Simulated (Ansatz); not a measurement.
Program: Ansatz. Geometries: PBE0-D4/def2-TZVP. ΔE: electronic, gas phase. CCSD(T)/CBS is the MP2 limit (def2-TZVPP, def2-QZVPP) plus CCSD(T) − MP2 in def2-TZVPP, frozen cores. Functionals use def2-TZVPP. B3LYP here is the variant with VWN-RPA as its local correlation; programs differ in this. Each species was taken in one conformer, which may not be the lowest.

`[CH3][Al]([OH])[O][SiH3]` + `NCBF` → `[CH3][AlH][O][SiH3]` + `NC(O)BF`  (redistribution)

```json
{"level": "B3LYP-D4", "ΔE (kcal/mol)": "50.6", "difference from CCSD(T)/CBS": "-1.6"}
{"level": "ωB97X-V", "ΔE (kcal/mol)": "49.9", "difference from CCSD(T)/CBS": "-2.3"}
{"level": "PBE0", "ΔE (kcal/mol)": "49.5", "difference from CCSD(T)/CBS": "-2.7"}
{"level": "B3LYP", "ΔE (kcal/mol)": "50.8", "difference from CCSD(T)/CBS": "-1.4"}
{"level": "MP2/def2-TZVPP", "ΔE (kcal/mol)": "53.3", "difference from CCSD(T)/CBS": "1.1"}
{"level": "SCS-MP2/def2-TZVPP", "ΔE (kcal/mol)": "52.3", "difference from CCSD(T)/CBS": "0.1"}
{"level": "CCSD(T)/def2-TZVPP", "ΔE (kcal/mol)": "51.1", "difference from CCSD(T)/CBS": "-1.1"}
{"level": "SCS-MP2/def2-QZVPP", "ΔE (kcal/mol)": "53.2", "difference from CCSD(T)/CBS": "1.0"}
{"level": "MP2/CBS(def2)", "ΔE (kcal/mol)": "54.4", "difference from CCSD(T)/CBS": "2.2"}
{"level": "CCSD/CBS(def2)", "ΔE (kcal/mol)": "52.9", "difference from CCSD(T)/CBS": "0.7"}
{"level": "CCSD(T)/CBS", "ΔE (kcal/mol)": "52.2", "difference from CCSD(T)/CBS": "0"}
```

Largest T1 diagnostic among the species: 0.013.

From PBE to PBE0 (25 % exact exchange), in def2-TZVPP and without D4, ΔE moves by +1.8 kcal/mol.
